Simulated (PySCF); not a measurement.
Excitation energy of Sb by level of theory

Sb [Kr] 4d10 5s2 5p3 (4S) → Sb [Kr] 4d10 5s1 5p4 (4P), as a difference of total energies. All numbers are calculated (PySCF 2.14, the spin-free X2C one-electron Hamiltonian (Gaussian nucleus), in x2c-TZVPPall with one added diffuse shell each of s, p, d, f type (9s7p5d3f, 76 functions)). Correlated levels: valence: [Kr] 4d10 frozen; valence and next inner shell: [Ar] 3d10 frozen. The calculations carry no spin-orbit coupling.

| method | excitation energy (eV) |
| --- | --- |
| UHF | 7.400 |
| LDA | 8.069 |
| PBE | 7.913 |
| PBE0 | 7.845 |
| r2SCAN | 7.660 |
| wB97X-V | 7.907 |
| TPSS | 7.795 |
| CAM-B3LYP | 7.981 |
| wB97X | 8.081 |
| MP2 (valence) | 7.445 |
| SCS-MP2 (valence) | 7.449 |
| MP2 (valence and next inner shell) | 7.914 |
| SCS-MP2 (valence and next inner shell) | 7.842 |

Problem. How much does correlation contribute at MP2 (valence and next inner shell)?

Solution. 7.914 − (7.400) = 0.514 eV, measured against UHF.

A first-order spin-orbit estimate (lowest level to lowest level, LS coupling) adds -0.193 eV.
